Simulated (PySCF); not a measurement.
Cl3Hf (SMILES [Cl][Hf+]([Cl])[Cl]), charge +1, singlet, geometry from GFN2-xTB (such geometries of metal compounds can be far from the true shape) (the multiplicity is a formal guess) (core potentials on Hf); CAMB3LYP/def2-SVP run with PySCF.

The PySCF input:
```python
from pyscf import gto, scf, dft

mol = gto.M(
    atom='''
Hf    0.09537829    0.33371454    0.20509426
Cl    1.79970626   -0.73882569   -0.75352958
Cl   -0.88715337   -1.28457735    1.38399161
Cl   -1.31650799    0.61002380   -1.49909656
''',
    basis='def2-svp',
    ecp={'Hf': 'def2-svp'},
    charge=1,
    verbose=4,
)

mf = dft.RKS(mol)
mf.xc = 'camb3lyp'
mf.conv_tol_grad = 1e-7
mf.kernel()
```

The log (banner, timings and long lists left out):

```
PySCF version 2.14.0

[INPUT] verbose = 4
[INPUT] num. atoms = 4
[INPUT] num. electrons = 62
[INPUT] charge = 1
[INPUT] spin (= nelec alpha-beta = 2S) = 0
[INPUT] symmetry False subgroup None
[INPUT] Mole.unit = angstrom
[INPUT] Symbol           X                Y                Z      unit          X                Y                Z       unit  Magmom
[INPUT]  1 Hf     0.095378290000   0.333714540000   0.205094260000 AA    0.180238846329   0.630629084385   0.387571981120 Bohr   0.0
[INPUT]  2 Cl     1.799706260000  -0.738825690000  -0.753529580000 AA    3.400951936065  -1.396178207893  -1.423964532959 Bohr   0.0
[INPUT]  3 Cl    -0.887153370000  -1.284577350000   1.383991610000 AA   -1.676476899785  -2.427499377320   2.615365101596 Bohr   0.0
[INPUT]  4 Cl    -1.316507990000   0.610023800000  -1.499096560000 AA   -2.487839541902   1.152777911466  -2.832881932678 Bohr   0.0

nuclear repulsion = 277.181345967737
number of shells = 36
number of NR pGTOs = 165
number of NR cGTOs = 86
basis = def2-svp
ecp = {'Hf': 'def2-svp'}

******** <class 'pyscf.dft.rks.RKS'> ********
method = RKS
initial guess = minao
damping factor = 0
level_shift factor = 0
DIIS = <class 'pyscf.scf.diis.CDIIS'>
diis_start_cycle = 1
diis_space = 8
diis_damp = 0
SCF conv_tol = 1e-09
SCF conv_tol_grad = 1e-07
SCF max_cycles = 50
direct_scf = True
direct_scf_tol = 1e-13
XC library pyscf.dft.libxc version 7.1.2
    S. Lehtola, C. Steigemann, M. J. T. Oliveira, and M. A. L. Marques,  SoftwareX 7, 1–5 (2018)
XC functionals = camb3lyp
    T. Yanai, D. P. Tew, and N. C. Handy,  Chem. Phys. Lett. 393, 51 (2004)
radial grids:
    Treutler-Ahlrichs [JCP 102, 346 (1995); DOI:10.1063/1.469408] (M4) radial grids

becke partition: Becke, JCP 88, 2547 (1988); DOI:10.1063/1.454033
pruning grids: <function nwchem_prune>
grids dens level: 3
symmetrized grids: False
atomic radii adjust function: <function treutler_atomic_radii_adjust>
small_rho_cutoff = 0
Initial guess from minao.
tot grids = 80432
init E= -1415.88631706414
  HOMO = -0.557995111986577  LUMO = -0.328149935621051  gap/eV = 6.25441
cycle= 1 E= -1428.05623799086  delta_E= -12.2  |g|= 0.347  |ddm|= 7.43
  HOMO = -0.551379468021794  LUMO = -0.290385562434414  gap/eV = 7.10201
cycle= 2 E= -1428.0742511316  delta_E= -0.018  |g|= 0.187  |ddm|= 0.616
  HOMO = -0.583129474288258  LUMO = -0.28405648841843  gap/eV = 8.13819
cycle= 3 E= -1428.081889114  delta_E= -0.00764  |g|= 0.0585  |ddm|= 0.257
  HOMO = -0.579329493465401  LUMO = -0.292859209340073  gap/eV = 7.79525
cycle= 4 E= -1428.08259757781  delta_E= -0.000708  |g|= 0.0343  |ddm|= 0.0949
  HOMO = -0.579190544871909  LUMO = -0.288251568929246  gap/eV = 7.91685
cycle= 5 E= -1428.08294698881  delta_E= -0.000349  |g|= 0.00281  |ddm|= 0.0451
  HOMO = -0.57893085934376  LUMO = -0.288008850923174  gap/eV = 7.91639
cycle= 6 E= -1428.08295321407  delta_E= -6.23e-06  |g|= 0.000952  |ddm|= 0.0095
  HOMO = -0.579005982775958  LUMO = -0.288076407789646  gap/eV = 7.91660
cycle= 7 E= -1428.08295387121  delta_E= -6.57e-07  |g|= 0.000168  |ddm|= 0.00333
  HOMO = -0.579008700965781  LUMO = -0.288068800161372  gap/eV = 7.91688
cycle= 8 E= -1428.08295389336  delta_E= -2.21e-08  |g|= 3.65e-05  |ddm|= 0.000502
  HOMO = -0.579011219871623  LUMO = -0.288065404785408  gap/eV = 7.91704
cycle= 9 E= -1428.08295389484  delta_E= -1.48e-09  |g|= 7.49e-06  |ddm|= 0.000123
  HOMO = -0.579011081620945  LUMO = -0.288065451428239  gap/eV = 7.91703
cycle= 10 E= -1428.0829538949  delta_E= -6.07e-11  |g|= 9.53e-07  |ddm|= 2.66e-05
  HOMO = -0.579011246658055  LUMO = -0.288065445059734  gap/eV = 7.91704
cycle= 11 E= -1428.0829538949  delta_E=    0  |g|= 2.37e-07  |ddm|= 3.87e-06
  HOMO = -0.579011232117434  LUMO = -0.288065420242146  gap/eV = 7.91704
cycle= 12 E= -1428.0829538949  delta_E= 1.82e-12  |g|= 1.24e-07  |ddm|= 6.39e-07
  HOMO = -0.57901123148772  LUMO = -0.288065422821637  gap/eV = 7.91704
cycle= 13 E= -1428.0829538949  delta_E= 2.5e-12  |g|= 4.92e-08  |ddm|= 2.41e-07
  HOMO = -0.579011239290548  LUMO = -0.288065426931361  gap/eV = 7.91704
Extra cycle  E= -1428.0829538949  delta_E= -3.18e-12  |g|= 4.09e-08  |ddm|= 1.23e-07
converged SCF energy = -1428.0829538949
```
